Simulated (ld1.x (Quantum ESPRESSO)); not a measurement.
Logarithmic derivatives: barium (Ba), TM semilocal

* Element: barium
* Generator: ld1.x (Quantum ESPRESSO) 7.5
* Type: norm-conserving Troullier–Martins (semilocal form)
* Functional: PBE
* Relativity: scalar-relativistic
* Frozen core: [Xe]
* Valence charge: 2
* Reference configuration: 5d0 6s2 6p0
* Partial waves: 6s (bound): rc 3.95 bohr; 6p (bound, empty): rc 3.70 bohr; 5d (bound, empty): rc 3.55 bohr
* Local potential: the d channel
* Core correction: a·sin(br)/r model core inside 2.36 bohr

The phase is arctan(r·u′/u) with u = r·R(r), unwrapped; energies in Ry, scanned from -2 to 5 Ry. A pole is an energy at which the radial function vanishes at the test radius. The pseudo phase is shifted by a multiple of π to meet the all-electron one at the reference energy, and phase errors are pseudo minus all-electron; the curves can meet again beyond the range given. Levels narrower than the energy grid can be missing from the lists of poles.

```tsv
channel	radius (bohr)	reference energy (Ry)	poles, all-electron	poles, pseudo	unbroken range about the reference energy with phases within 0.05 rad	phase error 1 Ry above the reference energy (rad)
s	4.29	-0.24	0.65, 4.16	0.57, 2.55	below 0.9	-0.031
p	4.29	-0.09	-1.35, 1.29, 4.98	0.39, 2.15	-1.2 to 0.0	-2.775
d	4.29	-0.15	0.11, 2.52	0.11, 2.49	below 3.7	-0.002
```

Phases in the d channel:

```csv
E (Ry),all-electron,pseudo
-2.00,1.400,1.400
-1.76,1.388,1.388
-1.52,1.372,1.372
-1.28,1.351,1.351
-1.04,1.321,1.321
-0.80,1.273,1.273
-0.56,1.173,1.174
-0.32,0.786,0.786
-0.08,-1.217,-1.217
0.16,-1.615,-1.615
0.40,-1.756,-1.756
0.64,-1.900,-1.900
0.88,-2.188,-2.191
1.12,-3.165,-3.183
1.36,-4.168,-4.178
1.60,-4.453,-4.459
1.84,-4.570,-4.575
2.08,-4.636,-4.640
2.32,-4.681,-4.686
2.56,-4.717,-4.723
2.80,-4.749,-4.756
3.04,-4.782,-4.792
3.28,-4.820,-4.835
3.52,-4.870,-4.898
3.76,-4.954,-5.018
4.00,-5.140,-5.375
4.24,-5.857,-6.790
4.48,-7.201,-7.474
4.72,-7.553,-7.646
4.96,-7.672,-7.722
```
